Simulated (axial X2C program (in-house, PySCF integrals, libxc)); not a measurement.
## Which molecule has these constants?

Computed with an in-house relativistic program for diatomic molecules, spin-free (one-electron X2C) or two-component (2c: spin–orbit coupling with atomic mean-field Coulomb and Gaunt terms, which also bring small scalar terms), in Dyall basis sets with cores contracted in-house; open shells are unrestricted.

A two-component PBE0 calculation in a Dyall 3-zeta basis gave Re = 3.606 Å, ωe = 115.0 cm⁻¹, dipole magnitude 1.03 D, Ω = 1.

**Question.** Which molecule is it?
A. NaY
B. NaNb
C. NaRu
D. NaSn
E. NaTc

**Answer.** A. The others have NaNb 3.160 Å and 150.8 cm⁻¹ (Ω = 1); NaRu 2.763 Å and 195.1 cm⁻¹ (Ω = 3/2); NaTc 2.877 Å and 179.9 cm⁻¹ (Ω = 3); NaSn 2.916 Å and 182.7 cm⁻¹ (Ω = 3/2).

Each entry is the lowest single determinant of a limited PBE0 search at one distance. De goes to single-determinant-based atoms at the same level (for ions the charge split of lowest energy) and is withheld (n/a) where an atom does not fit its ground term or J level. Main or longest-lived isotopes. One determinant is a doubtful description, or other states lie close, for NaY, NaNb, NaRu, NaTc, NaSn; these need not be ground states, and all values refer to the states named. Some open-shell Ω = 0 determinants are out of reach, so the Ω given for NaNb, NaTc need not be the lowest component. With several unpaired electrons the Ω given is that of one determinant, not necessarily of the lowest component. The functionals have no current term, which raises determinants with orbital currents. Where the atoms have a lower orbital projection than the molecule, De at mean-field level may be about a tenth of an eV too small.
